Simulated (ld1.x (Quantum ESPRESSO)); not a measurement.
**u(r) = r·R(r): atom against pseudo-atom (tantalum)**

Columns: radius, all-electron u(r) and pseudo u(r) of the 5d shell (level -3.62 eV) of tantalum in the configuration [Xe] 4f14 5d3 6s2 6p0; PBEsol, scalar-relativistic, ultrasoft scheme, ld1.x (Quantum ESPRESSO) 7.5.

| r (bohr) | all-electron | pseudo |
| --- | --- | --- |
| 0.168 | 0.1299 | 0.0051 |
| 0.335 | -0.2665 | 0.0378 |
| 0.503 | -0.2263 | 0.1148 |
| 0.670 | 0.0351 | 0.2332 |
| 0.838 | 0.2957 | 0.3756 |
| 1.005 | 0.4872 | 0.5125 |
| 1.172 | 0.6088 | 0.6198 |
| 1.340 | 0.6751 | 0.6846 |
| 1.508 | 0.7012 | 0.7079 |
| 1.675 | 0.7005 | 0.7026 |
| 1.842 | 0.6830 | 0.6830 |
| 2.010 | 0.6551 | 0.6551 |
| 2.178 | 0.6216 | 0.6216 |
| 2.345 | 0.5856 | 0.5856 |
| 2.512 | 0.5489 | 0.5489 |
| 2.680 | 0.5122 | 0.5122 |
| 2.848 | 0.4764 | 0.4764 |
| 3.015 | 0.4422 | 0.4422 |
| 3.182 | 0.4096 | 0.4096 |
| 3.350 | 0.3786 | 0.3786 |
| 3.518 | 0.3493 | 0.3493 |
| 3.685 | 0.3220 | 0.3220 |
| 3.852 | 0.2964 | 0.2964 |
| 4.020 | 0.2724 | 0.2724 |
| 4.188 | 0.2501 | 0.2501 |
| 4.355 | 0.2295 | 0.2295 |

**Question.** How many radial nodes do the two functions have?

**Answer.** The all-electron 5d function has n − l − 1 = 2; the pseudo-wave has 0, since the states of the same l below it are removed with the core.

**Question.** At about which radius was the pseudo-wave matched?

**Answer.** 1.90 bohr, where the columns begin to agree (steps of 0.17 bohr).

**Question.** Is the pseudo-wave norm-conserving?

**Answer.** No, it belongs to an ultrasoft set: the norm inside the radius is not constrained, and the difference is carried by the augmentation charge.
